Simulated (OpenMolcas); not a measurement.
# Be: input and output

Input:

```
&GATEWAY
Coord
1

Be 0.0 0.0 0.0
Basis=ANO-RCC-VQZP
Group=XYZ
NoMove
AngMom=0.0 0.0 0.0
AMFI
&SEWARD
Relativistic=R03O02
&RASSCF
FileOrb=start.orb
Symmetry=1
Spin=3
nActEl=2 0 0
Inactive=1 0
Ras2=1 3
CIRoot=3 3 1
SDav=3
CIMx=300
Iter=120 100
PrWF=0.3
OrbListing=Nothing
MaxOrb=0
Atom
>>> COPY $Project.JobIph JOBPRE
&RASSCF
FileOrb=start.orb
Symmetry=1
Spin=3
nActEl=2 0 0
Inactive=1 0
Ras2=2 6
CIRoot=3 3 1
SDav=16
CIMx=300
Iter=120 100
PrWF=0.3
OrbListing=Nothing
MaxOrb=0
Atom
>>> COPY $Project.JobIph JOB001
&RASSCF
FileOrb=start.orb
Symmetry=1
Spin=1
nActEl=2 0 0
Inactive=1 0
Ras2=2 6
CIRoot=19 19 1
SDav=24
CIMx=300
Iter=120 100
PrWF=0.3
OrbListing=Nothing
MaxOrb=0
Atom
CIOnly
>>> COPY $Project.JobIph JOB002
&RASSCF
FileOrb=start.orb
Symmetry=2
Spin=3
nActEl=2 0 0
Inactive=1 0
Ras2=2 6
CIRoot=3 3 1
SDav=12
CIMx=300
Iter=120 100
PrWF=0.3
OrbListing=Nothing
MaxOrb=0
Atom
>>> COPY $Project.JobIph JOB003
&RASSCF
FileOrb=start.orb
Symmetry=2
Spin=1
nActEl=2 0 0
Inactive=1 0
Ras2=2 6
CIRoot=12 12 1
SDav=12
CIMx=300
Iter=120 100
PrWF=0.3
OrbListing=Nothing
MaxOrb=0
Atom
CIOnly
>>> COPY $Project.JobIph JOB004
&RASSI
NrOfJobIphs=2 1 3
1
1 2 3
IphNames
JOB002
JOB003
EJob
SpinOrbit
DIPRint=1.0
SOCoupling=1000.0
Subsets=2
MEES
Property=10
'ANGMOM' 1 'ANGMOM' 2 'ANGMOM' 3 'MLTPL  1' 1 'MLTPL  1' 2 'MLTPL  1' 3
'AMFI' 1 'AMFI' 2 'AMFI' 3 'MLTPL  2' 6
SOProperty=3
'ANGMOM' 1 'ANGMOM' 2 'ANGMOM' 3
```

Launched by
```bash
OMP_NUM_THREADS=1 MOLCAS_MEM=2252 MOLCAS_PROJECT=a pymolcas a.inp > a.log  # once for each step of the input, in one work folder
```

A driver script runs the steps one by one and writes start.orb anew before each from the orbitals found so far, so a CI-only block uses the converged orbitals of the first block.

Output, cut to the results:

```
--- SEWARD ---
Basis set label: BE.ANO-RCC...5S4P3D2F1G.

      Electronic valence basis set:
      ------------------
      Associated Effective Charge   4.000000 au
      Associated Actual Charge      4.000000 au
      Nuclear Model: Point charge

      Shell  nPrim  nBasis  Cartesian Spherical Contaminant
         s      14       5        X
         p       9       4        X
         d       5       3                 X
         f       2       2                 X
         g       1       1                 X
Relativistic=R03O02
                  Relativistic Douglas-Kroll-Hess integrals:
                    - DKH order of Hamiltonian: 3
                    - DKH order of Properties : 2
--- RASSCF ---
Wave function specifications:
      -----------------------------

      Number of closed shell electrons           2
      Number of electrons in active shells       2
      Max number of holes in RAS1 space          0
      Max nr of electrons in RAS3 space          0
      Number of inactive orbitals                1
      Number of active orbitals                  8
      Number of secondary orbitals              46
      Spin quantum number                      1.0
      State symmetry                             1
Orbital specifications:
      -----------------------

      Symmetry species                           1   2
                                                ag  au
      Frozen orbitals                            0   0
      Inactive orbitals                          1   0
      Active orbitals                            2   6
      RAS1 orbitals                              0   0
      RAS2 orbitals                              2   6
      RAS3 orbitals                              0   0
      Secondary orbitals                        26  20
      Deleted orbitals                           0   0
      Number of basis functions                 29  26
      Number of CSFs                            16
      Number of root(s) required                 3
      Iter CI   SX   CI       RASSCF       Energy    max ROT     max BLB   max BLB  Level Ln srch  Step   QN
          iter iter root      energy       change     param      element    value   shift minimum  type update
 Nr of preliminary CI iterations:   1
 ###############################################################################
 ###############################################################################
 ###                                                                         ###
 ###                                                                         ###
 ###    WARNING: Problems in orbital optimization.                           ###
 ###                                                                         ###
 ###                                                                         ###
 ###############################################################################
 ###############################################################################
  Warning: In symmetry  1, orbital p=   2 has diagonal density matrix element D(p,p) close to zero. D(p,p)=  6.031449E-31
  Warning: In symmetry  1, orbital p=   3 has diagonal density matrix element D(p,p) close to zero. D(p,p)=  6.031449E-31
        ...
 ###############################################################################
  Warning: In symmetry  1, orbital p=   2 has diagonal density matrix element D(p,p) close to zero. D(p,p)=  1.476205E-31
  Warning: In symmetry  1, orbital p=   3 has diagonal density matrix element D(p,p) close to zero. D(p,p)=  1.476205E-31
        4   1    2    0   -14.34152890   -3.38E-14  -2.65E-07    1   5 1 -2.58E-07   0.50   0.00    SX    NO
      Convergence after  4 iterations
        5   1    2    0   -14.34152890   -4.80E-14  -2.65E-07    1   4 1 -1.33E-07   0.50   0.00    SX    NO
      Natural orbitals and occupation numbers for root  1
      sym 1:   0.000000   0.000000
      sym 2:   0.994107  -0.000000   0.994107   0.005893  -0.000000   0.005893
      Natural orbitals and occupation numbers for root  2
      sym 1:   0.000000   0.000000
      sym 2:   0.994107   0.994107  -0.000000   0.005893   0.005893   0.000000
      Natural orbitals and occupation numbers for root  3
      sym 1:   0.000000   0.000000
      sym 2:   0.000000   0.994107   0.994107   0.000000   0.005893   0.005893
::    RASSCF root number  1 Total energy:    -14.34152890
::    RASSCF root number  2 Total energy:    -14.34152890
...
--- RASSI ---
SPIN-FREE ENERGIES:
  (Shifted by EMIN (a.u.) =        -14.6190832042)

 SF State       Relative EMIN(au)   Rel lowest level(eV)    D:o, cm**(-1)      L_eff

     1             0.0000000000        0.0000000000              0.0000         0.0
     2             0.1037596276        2.8234433035          22772.6060         1.0
     3             0.1037596276        2.8234433035          22772.6060         1.0
     4             0.1037596276        2.8234433035          22772.6060         1.0
     Dipole printing threshold changed to   1.00000000E+00

++ Dipole transition strengths (spin-free states):
   -----------------------------------------------
     for osc. strength at least  1.00000000E+00

  ( Max oscillator strength is only    0.0000000000000000      )
--
Eigenvalues of complex Hamiltonian:
   -----------------------------------
  (Shifted by EMIN (a.u.) =        -14.6190832042)

 SO State       Relative EMIN(au)   Rel lowest level(eV)    D:o, cm**(-1)     J-value

     1             0.0000000000        0.0000000000              0.0000         0.0
     2             0.1037506416        2.8231987830          22770.6338         0.0
     3             0.1037551346        2.8233210432          22771.6199         0.6
     4             0.1037551346        2.8233210432          22771.6199         1.0
     5             0.1037551346        2.8233210432          22771.6199         0.6
     6             0.1037641206        2.8235655637          22773.5921         1.1
     7             0.1037641206        2.8235655637          22773.5921         1.7
     8             0.1037641206        2.8235655637          22773.5921         1.4
     9             0.1037641206        2.8235655637          22773.5921         1.7
    10             0.1037641206        2.8235655637          22773.5921         1.8
Weights of the five most important spin-orbit-free states for each spin-orbit state.

...
```

The J values that RASSI prints are effective ones from its own formula and need not be integers or half-integers; the table below assigns J from the states.

Levels above the lowest, from the spin-orbit matrix, grouped by J:

```tsv
Configuration	Term	J	E (cm-1)	Measured (cm-1)	g	Term weight %
2s2	1S	0	0.0	0.0		100
2s 2p	3P*	0	22771	21978		100
2s 2p	3P*	1	22772	21979	1.501	100
2s 2p	3P*	2	22774	21981	1.501	100
```

Against the 3 measured excited levels shown (NIST Handbook of Basic Atomic Spectroscopic Data) the mean absolute deviation is 790 cm-1; the largest miss in energy is 2s 2p 3P* 1: computed 22772, measured 21979 cm-1 (+3.6 %).

Without dynamic correlation excited terms often stand tens of per cent too high (terms of higher spin than the ground term too low), and those without a measured partner can miss by more than the paired ones. Terms from blocks run as CI alone lack orbitals of their own. Active for correlation alone: 3p 3s; no level in the range computed is led by a configuration that fills them, so any true level of that kind is missing. Measured partners are found by configuration, term and J. A level has none where our copy of the source lacks it or the pairing is in doubt (some pairs that miss far off the trend of their configuration count as doubtful), and it then counts in no deviation. Levels of configurations outside the active space are missing. The first state left out of the spin-orbit step lies near 51000 cm-1 above the lowest spin-free state of the reference (among the parities and spins computed), and the list stops at four fifths of that energy or lower.

The RASSCF and RASSI steps took 15 s on 1 thread of Arm Neoverse V1, with other jobs on the host; the integral step is not counted.

The term weight is that of the spin-free term in the level, not the purity of its configuration. * marks odd parity.
